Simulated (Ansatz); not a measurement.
Energy differences in PbO

Calculated in Ansatz's Gaussian-basis code. Basis cc-pwCVTZ-PP on Pb, cc-pVTZ on O, scalar-relativistic core potentials (60 electrons on Pb), no spin–orbit coupling, 5 orbitals frozen in the corrections; active space CAS(10,8). Restricted Hartree–Fock, then the lowest state-specific CASSCF solution met for each case. Coupled cluster stands on the determinant that it favours, not always the lowest RHF. On stretched bonds single-reference methods can fail or change state. Unlike active orbitals can shift such differences by tenths of an eV, at times by over 1 eV.

Case A, singlet: bond length 2.2103 Å.

Case B, singlet: bond length 1.9220 Å.

Case C, triplet: bond length 1.9220 Å.

Energy less that of case A, in eV:

```
case  RHF/ROHF  CASSCF  CCSD(T)
   B    -1.471  -0.816   -0.760
   C    -0.885  +2.135   +1.994
```

Give the SC-NEVPT2 energies against case A.

B: -0.714 eV (-16.5 kcal/mol); C: +2.063 eV (47.6 kcal/mol).

Which case is lowest, and do the methods agree?

B is lowest in SC-NEVPT2. Of the methods shown, RHF/ROHF, CASSCF, CCSD(T) agree.
